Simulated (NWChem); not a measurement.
System: SnBr cation, singlet; SMILES [Sn+][Br]

Output (shortened):

```
             Northwest Computational Chemistry Package (NWChem) 7.3.0
             --------------------------------------------------------

 ORDER OF PRIMARY AXIS IS BEING SET TO 4
 C4V symmetry detected

                             Geometry "geometry" -> ""
                             -------------------------

 Output coordinates in angstroms (scale by  1.889725989 to convert to a.u.)

  No.       Tag          Charge          X              Y              Z
 ---- ---------------- ---------- -------------- -------------- --------------
    1 Sn                  50.0000     0.00000000     0.00000000    -0.99868835
    2 Br                  35.0000     0.00000000     0.00000000     1.42669765

 Effective nuclear repulsion energy (a.u.)     381.8197127177

      Symmetry information
      --------------------

 Group name             C4v
 Group number             18
 Group order               8
 No. of unique centers     2

                                 NWChem DFT Module
                                 -----------------

 Summary of "ao basis" -> "ao basis" (spherical)
 ------------------------------------------------------------------------------
       Tag                 Description            Shells   Functions and Types
 ---------------- ------------------------------  ------  ---------------------
 Sn                         def2-svp                10       26   4s4p2d
 Br                         def2-svp                12       32   5s4p3d

      Symmetry analysis of basis
      --------------------------

        a1         22
        a2          0
        b1          5
        b2          5
        e          26

            General Information
            -------------------
          SCF calculation type: DFT
          Wavefunction type:  closed shell.
          No. of atoms     :     2
          No. of electrons :    56
           Alpha electrons :    28
            Beta electrons :    28
          Charge           :     1
          Spin multiplicity:     1
          Use of symmetry is: on ; symmetry adaption is: on
          Maximum number of iterations: 150
          AO basis - number of functions:    58
                     number of shells:    22
          Convergence on energy requested:  1.00D-06
          Convergence on density requested:  1.00D-05
          Convergence on gradient requested:  5.00D-04

              XC Information
              --------------
                      HCTH407 Method XC Functional
                      HCTH407  Exchange Functional  1.000
                   HCTH407  Correlation Functional  1.000

             Grid Information
             ----------------
          Grid used for XC integration:  medium
          Radial quadrature: Mura-Knowles
          Angular quadrature: Lebedev.
          Tag              B.-S. Rad. Rad. Pts. Rad. Cut. Ang. Pts.
          ---              ---------- --------- --------- ---------
          Sn                  1.45      123           8.0       590
          Br                  1.15      112           9.0       590
          Grid pruning is: on
          Number of quadrature shells:   235
          Spatial weights used:  Erf1

      Superposition of Atomic Density Guess
      -------------------------------------

 Sum of atomic energies:       -2821.18155153

 Renormalizing density from      57.00 to     56

      Non-variational initial energy
      ------------------------------

 Total energy =   -2756.761086
 1-e energy   =   -4217.961485
 2-e energy   =    1293.199726
 HOMO         =      -0.667673
 LUMO         =      -0.313641

      Symmetry analysis of molecular orbitals - initial
      -------------------------------------------------

 !! scf_movecs_sym_adapt:   10 vectors were symmetry contaminated

  Symmetry fudging

 !! scf_movecs_sym_adapt:   10 vectors were symmetry contaminated

  Numbering of irreducible representations:

     1 a1          2 a2          3 b1          4 b2          5 e

  Orbital symmetries:

     1 a1          2 a1          3 a1          4 e           5 e
     6 a1          7 a1          8 e           9 e          10 a1
    11 a1         12 e          13 e          14 a1         15 e
    16 e          17 b2         18 b1         19 a1         20 e
    21 e          22 b2         23 b1         24 a1         25 a1
    26 e          27 e          28 a1         29 e          30 e
    31 a1         32 a1         33 a1         34 e          35 e
    36 e          37 e          38 a1

     ---------------------------------------------
      Total Density - Mulliken Population Analysis
     ---------------------------------------------

    Atom       Charge   Shell Charges
 -----------   ------   -------------------------------------------------------
    1 Sn  22    20.33   1.60  0.44  1.47  0.50  3.28  2.72  0.21  0.06  9.85  0.20
    2 Br  35    35.67   2.00  2.00  2.00  1.63  0.31  6.00  6.02  3.18  2.50  8.54  1.44  0.04

   convergence    iter        energy       DeltaE   RMS-Dens  Diis-err
 ---------------- ----- ----------------- --------- --------- ---------
 d= 0,ls=0.0,diis     1  -2789.5692325223 -2.96D+03  7.72D-02  5.69D+00
 d= 0,ls=0.0,diis     2  -2785.7741431830  3.80D+00  7.92D-02  1.94D+01
 d= 0,ls=0.0,diis     3  -2789.5607575734 -3.79D+00  2.96D-02  1.44D+00
 d= 0,ls=0.0,diis     4  -2789.9159207712 -3.55D-01  6.16D-03  2.66D-02
 d= 0,ls=0.0,diis     5  -2789.9170366090 -1.12D-03  1.91D-03  1.75D-02
  Resetting Diis
 d= 0,ls=0.0,diis     6  -2789.9207335814 -3.70D-03  5.71D-04  1.45D-03
 d= 0,ls=0.0,diis     7  -2789.9210491784 -3.16D-04  9.68D-04  2.17D-04
 d= 0,ls=0.0,diis     8  -2789.9208113597  2.38D-04  7.16D-04  1.42D-03
 d= 0,ls=0.0,diis     9  -2789.9210894818 -2.78D-04  8.20D-05  2.37D-05
 d= 0,ls=0.0,diis    10  -2789.9210936694 -4.19D-06  1.04D-05  2.03D-07
 d= 0,ls=0.0,diis    11  -2789.9210937185 -4.91D-08  8.28D-07  1.95D-09

         Total DFT energy =    -2789.921093718515
      One electron energy =    -4282.658050034582
           Coulomb energy =     1436.025699963043
    Exchange-Corr. energy =     -111.289417242754
 Nuclear repulsion energy =      168.000673595777

 Numeric. integr. density =       55.999999860057

                  Occupations of the irreducible representations
                  ----------------------------------------------

                     irrep           alpha         beta
                     --------     --------     --------
                     a1               12.0         12.0
                     a2                0.0          0.0
                     b1                2.0          2.0
                     b2                2.0          2.0
                     e                12.0         12.0

                       DFT Final Molecular Orbital Analysis
                       ------------------------------------

 Vector   26  Occ=2.000000D+00  E=-5.030194D-01  Symmetry=a1
              MO Center= -1.3D-16, -2.1D-16,  1.8D-01, r^2= 3.8D+00
   Bfn.  Coefficient  Atom+Function         Bfn.  Coefficient  Atom+Function
  ----- ------------  ---------------      ----- ------------  ---------------
    40      0.452003  2 Br pz                 3      0.430231  1 Sn s
    43      0.412525  2 Br pz                13     -0.361787  1 Sn pz
    37     -0.290283  2 Br pz                 4      0.183850  1 Sn s
     2     -0.155918  1 Sn s                  1     -0.129009  1 Sn s
    10      0.114371  1 Sn pz                 7      0.106782  1 Sn pz

 Vector   27  Occ=2.000000D+00  E=-4.895324D-01  Symmetry=e
              MO Center= -3.2D-16, -7.5D-16,  1.2D+00, r^2= 1.9D+00
   Bfn.  Coefficient  Atom+Function         Bfn.  Coefficient  Atom+Function
  ----- ------------  ---------------      ----- ------------  ---------------
    39      0.498149  2 Br py                42      0.491919  2 Br py
    36     -0.321113  2 Br py                38      0.192890  2 Br px
    41      0.190477  2 Br px                12      0.180494  1 Sn py
    35     -0.124339  2 Br px                33      0.104105  2 Br py
    15      0.091623  1 Sn py                11      0.069889  1 Sn px

 Vector   28  Occ=2.000000D+00  E=-4.895324D-01  Symmetry=e
              MO Center= -1.2D-15, -8.1D-16,  1.2D+00, r^2= 1.9D+00
   Bfn.  Coefficient  Atom+Function         Bfn.  Coefficient  Atom+Function
  ----- ------------  ---------------      ----- ------------  ---------------
    38      0.498149  2 Br px                41      0.491919  2 Br px
    35     -0.321113  2 Br px                39     -0.192890  2 Br py
    42     -0.190477  2 Br py                11      0.180494  1 Sn px
    36      0.124339  2 Br py                32      0.104105  2 Br px
    14      0.091623  1 Sn px                12     -0.069889  1 Sn py

 Vector   29  Occ=0.000000D+00  E=-3.568701D-01  Symmetry=e
              MO Center= -6.8D-16, -6.2D-16, -7.7D-01, r^2= 3.3D+00
   Bfn.  Coefficient  Atom+Function         Bfn.  Coefficient  Atom+Function
  ----- ------------  ---------------      ----- ------------  ---------------
    12      0.613758  1 Sn py                15      0.397710  1 Sn py
    11      0.294187  1 Sn px                42     -0.239545  2 Br py
    39     -0.194917  2 Br py                14      0.190630  1 Sn px
     9     -0.174643  1 Sn py                 6     -0.160683  1 Sn py
    36      0.123496  2 Br py                41     -0.114819  2 Br px

 Vector   30  Occ=0.000000D+00  E=-3.568701D-01  Symmetry=e
              MO Center=  1.3D-15, -1.1D-15, -7.7D-01, r^2= 3.3D+00
   Bfn.  Coefficient  Atom+Function         Bfn.  Coefficient  Atom+Function
  ----- ------------  ---------------      ----- ------------  ---------------
    11      0.613758  1 Sn px                14      0.397710  1 Sn px
    12     -0.294187  1 Sn py                41     -0.239545  2 Br px
    38     -0.194917  2 Br px                15     -0.190630  1 Sn py
     8     -0.174643  1 Sn px                 5     -0.160683  1 Sn px
    35      0.123496  2 Br px                42      0.114819  2 Br py

 Vector   31  Occ=0.000000D+00  E=-2.582748D-01  Symmetry=a1
              MO Center= -4.9D-16, -3.0D-16, -6.8D-01, r^2= 4.5D+00
   Bfn.  Coefficient  Atom+Function         Bfn.  Coefficient  Atom+Function
  ----- ------------  ---------------      ----- ------------  ---------------
    16      0.712162  1 Sn pz                13      0.603650  1 Sn pz
    43      0.543643  2 Br pz                31     -0.390987  2 Br s
     3      0.338773  1 Sn s                 40      0.305319  2 Br pz
    30     -0.220294  2 Br s                 37     -0.195478  2 Br pz
    10     -0.162496  1 Sn pz                29      0.150881  2 Br s

     ---------------------------------------------
      Total Density - Mulliken Population Analysis
     ---------------------------------------------

    Atom       Charge   Shell Charges
 -----------   ------   -------------------------------------------------------
    1 Sn  22    21.02   1.60  0.44  1.60  0.32  3.28  2.73  0.71  0.25  9.74  0.34
    2 Br  35    34.98   2.00  2.00  1.99  1.52  0.45  6.00  5.98  2.40  2.62  8.24  1.70  0.09

     -------------------------------------------
      Total Density - Lowdin Population Analysis
     -------------------------------------------

    Atom       Charge   Shell Charges
 -----------   ------   -------------------------------------------------------
    1 Sn  22    21.18   1.19  0.81  1.22  0.68  3.01  2.80  0.81  0.50  9.47  0.68
    2 Br  35    34.82   2.00  2.00  1.97  1.18  0.71  5.99  5.81  2.45  2.69  7.88  2.00  0.16

     Multipole analysis of the density
     ---------------------------------

     L   x y z        total         alpha         beta         nuclear
     -   - - -        -----         -----         ----         -------
     0   0 0 0      1.000000    -28.000000    -28.000000     57.000000

     1   1 0 0     -0.000000     -0.000000     -0.000000      0.000000
     1   0 1 0     -0.000000     -0.000000     -0.000000      0.000000
     1   0 0 1     -1.534680    -27.188803    -27.188803     52.842925

     2   2 0 0    -26.574834    -13.287417    -13.287417      0.000000
     2   1 1 0      0.000000      0.000000      0.000000      0.000000
     2   1 0 1      0.000000      0.000000      0.000000      0.000000
     2   0 2 0    -26.574834    -13.287417    -13.287417      0.000000
     2   0 1 1     -0.000000     -0.000000     -0.000000      0.000000
     2   0 0 2    -21.880780   -177.322778   -177.322778    332.764777
```

Level: HCTH/407/def2-SVP with def2 effective core potentials on Sn. Low-valent species are run as closed-shell singlets; no triplet was tried in these runs. Coordinates come from a PBE0/def2-SVP optimisation. def2 effective core potentials on Sn; no spin-orbit coupling.

Problem. Write an input that gives this output.

Solution. This is not unique; one that fits is the input that was run:
```
start job
memory heap 200 mb stack 900 mb global 1100 mb
charge 1
geometry units angstroms noautoz
  Sn     0.000000     0.000000    -0.993741
  Br     0.000000     0.000000     1.431645
end
basis spherical
  * library def2-svp
end
ecp
  Sn library def2-ecp
end
dft
  xc hcth407
  iterations 150
  mulliken
end
task dft energy
```
